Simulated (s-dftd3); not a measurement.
selenophene (C4H4Se), singlet, at a GFN2-xTB geometry; D3(bj) for tpssh (s-dftd3).

The s-dftd3 input:
```
$ s-dftd3 mol.xyz --bj tpssh --json dftd3.json --noedisp --grad

# file mol.xyz
9

C      0.52973863    -1.70013647    -0.36404580
C     -0.87775011    -1.54351414    -0.38824634
C     -1.30856073    -0.28529626    -0.12047485
Se     0.09460885     0.88180436     0.20451478
C      1.21718690    -0.56635604    -0.07704684
H      1.01092001    -2.64397673    -0.55819727
H     -1.54771727    -2.35925706    -0.60219080
H     -2.32838464     0.05352367    -0.08677554
H      2.28479299    -0.45982084    -0.00745600
```

Output, abridged:

```
-----------------------------------
 s i m p l e   D F T - D 3  v1.4.0
-----------------------------------

Rational (Becke-Johnson) damping: tpssh-D3(BJ)
---------------------
  s6         1.0000
  s8         2.2382
  s9         0.0000
  a1         0.4529
  a2         4.6550
 alp        14.0000
--------------------

Dispersion energy:      -1.0449564029967E-02 Eh

Gradient norm:           6.2021039856791E-04 Eh/a0
--------------------------------------------------
     #    Z           dE/dx      dE/dy      dE/dz
--------------------------------------------------
     1    6 C    -1.364E-04  2.972E-04  6.178E-05
     2    6 C     1.962E-04  2.602E-04  6.750E-05
     3    6 C     3.868E-05 -6.379E-05 -1.286E-05
     4   34 Se   -2.461E-05 -2.294E-04 -5.321E-05
     5    6 C    -5.129E-05 -5.378E-05 -1.441E-05
     6    1 H     6.799E-05 -1.446E-04 -2.999E-05
     7    1 H    -9.704E-05 -1.262E-04 -3.283E-05
     8    1 H    -1.387E-04  4.598E-05  4.562E-06
     9    1 H     1.452E-04  1.440E-05  9.443E-06
--------------------------------------------------

Virial:
--------------------------------------------------
      component           x          y          z
--------------------------------------------------
          x       9.705E-04 -1.882E-04 -1.554E-06
          y      -1.882E-04 -7.268E-04 -1.733E-04
          z      -1.554E-06 -1.733E-04 -3.946E-05
--------------------------------------------------

[Info] JSON dump of results written to 'dftd3.json'
```
